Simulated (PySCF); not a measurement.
Si 2p3/2 core levels and what the atom is bonded to

Gas-phase molecules, one conformer each, relaxed by PBE0-D3(BJ)/def2-SVP with no frequency check. Core levels by delta-SCF with SCAN, pcX-2 on the ionised atom and pcseg-1 elsewhere, spin-free X2C (2p3/2 is the spin-free 2p value less a third of a first-order spin-orbit splitting); energies from the vacuum level.

| structure (SMILES) | Si bonded to | mean electronegativity of these (Pauling) | Si 2p3/2 (eV) |
| --- | --- | --- | --- |
| CO[SiH2]C | 1 C + 1 O + 2 H | 2.60 | 107.03 |
| CO[SiH]([GeH3])O[SiH3] | 1 Ge + 2 O + 1 H | 2.77 | 107.44 |
| C[Si](C)(N[SiH3])N[SiH3] | 2 C + 2 N | 2.79 | 106.49 |
| F[Si]([SiH3])(N[SiH3])N[SiH3] | 1 F + 2 N + 1 Si | 2.99 | 107.66 |
| N[Si](N)(N)N | 4 N | 3.04 | 106.74 |
| O[SiH](F)N([SiH3])[SiH3] | 1 F + 1 N + 1 O + 1 H | 3.17 | ? |
| O[Si](F)(N[SiH3])N[SiH3] | 1 F + 2 N + 1 O | 3.38 | 108.43 |

Task: Fit a straight line to the complete rows and predict the core level of Si in O[SiH](F)N([SiH3])[SiH3], bonded to 1 F + 1 N + 1 O + 1 H.

Result: E = 102.197 + 1.742·χ (6 points, rms 0.47 eV, correlation 0.677). At 3.17 this gives 107.72 eV; the calculation itself gave 108.56 eV, so the fit is off by 0.84. The points scatter widely, so the line says little.

For scale, for O[SiH](F)N([SiH3])[SiH3]: the job took 50 s on 1 thread of Arm Neoverse V1 (aarch64), shared host, peak memory 0.68 GiB, launched as `OMP_NUM_THREADS=1 python cluster_run.py task.json out`.
